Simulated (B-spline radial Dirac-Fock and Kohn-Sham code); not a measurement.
X-ray emission lines of Ag⁺

System: Ag⁺ in the configuration [Kr] 4d10, inside a Watson sphere of charge -1 and radius 1.6 Å (a model of the Madelung potential; inside it an electron's potential energy is raised by 9.0 eV).

Model: relaxed Dirac-Fock hole states (ΔSCF) with Breit and QED corrections and a finite nucleus. Program: a radial B-spline solver. A line energy is the difference of two single-hole energies; the list is a selection of electric-dipole transitions between resolved j subshells. Correlation and solid-state effects are left out.

```tsv
line	energy (eV)	wavelength (Å)
K-N3	25452.8	0.48711
K-N2	25447.7	0.48721
K-M3	24939.0	0.49715
K-M2	24907.8	0.49777
K-L3	22161.4	0.55946
K-L2	21988.5	0.56386
L1-N3	3752.0	3.3045
L1-N2	3746.9	3.3090
L2-N4	3521.5	3.5208
L2-N1	3421.9	3.6232
L3-N5	3349.2	3.7020
L3-N4	3348.6	3.7026
L3-N1	3249.0	3.8160
L1-M3	3238.2	3.8288
L1-M2	3207.0	3.8661
L2-M4	3152.1	3.9334
L3-M5	2985.2	4.1533
L3-M4	2979.2	4.1617
L2-M1	2804.6	4.4208
L3-M1	2631.7	4.7112
```

Values without a named source are computed, but for edge energies of neutral atoms, which are taken from tables.
